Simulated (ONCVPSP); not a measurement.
terbium, ONCV: configuration errors across variants

Tb (Z = 65), optimised norm-conserving Vanderbilt (ONCV), made with ONCVPSP 4.0.1 (PBE, fully relativistic). Core [Kr] 4d10 4f8, reference 5s2 5p6 5d1 6s1.75 (charge +0.25). Waves: 5s+6s: rc 2.50 bohr, ncon 4, nbas 8, qcut 4.4 1/bohr, 3 projectors, debl 2.1 Ha; 5p: rc 1.55 bohr, ncon 5, nbas 9, qcut 5.3 1/bohr, 2 projectors, debl 1.9 Ha; 5d: rc 3.70 bohr, ncon 4, nbas 8, qcut 4.5 1/bohr, 1 projector; f scattering state at 0.03 Ha: rc 2.90 bohr, ncon 3, nbas 6, qcut 4.1 1/bohr, 2 projectors, debl 2.8 Ha. Local part: polynomial inside 1.05 bohr (lpopt 5, dvloc0 0 Ha). Core correction: Teter function, fcfact 4.25, rcfact 1.35.

Open shells are filled in proportion to 2j + 1.

All-electron excitation energies from the reference (eV): (1) 5s2 5p6 5d1 6s2 -1.202; (2) 5s2 5p6 5d1 6s1 5.541; (3) 5s2 5p6 5d1 6s0 17.805.

3 further variants failed, have other tests or another functional or relativity, and are left out.

A true bound ghost makes a file unfit for plane-wave use even where its test errors are small: the radial tests pick states by their node count and pass the ghost by.

Errors AE − PS in meV (a dash: test not solved or not reliable):

```tsv
change	(1)	(2)	(3)	bound ghosts	GHOST(+) flags above zero
base	0.0	+0.8	+4.7	s	p3/2, d5/2, f7/2, p1/2, d3/2, f5/2
d: nbas 9	0.0	+0.7	+4.6	s	p3/2, d5/2, f7/2, p1/2, d3/2, f5/2
core correction Teter function, fcfact 4.25, rcfact 1.74	-0.3	-4.3	-51	s	p3/2, d5/2, f7/2, p1/2, d3/2, f5/2
```

(1) Give the same row for: all radii but the core radius scaled by about 1.20 (s 3.00, p 1.86, d 4.44, f 3.48 bohr); local potential polynomial inside 1.26 bohr (lpopt 5, dvloc0 0 Ha).

## Answers

(1) -0.1, -0.7, -11; bound ghosts: none; GHOST(+) flags above zero: s, p3/2, d5/2, p1/2, d3/2.
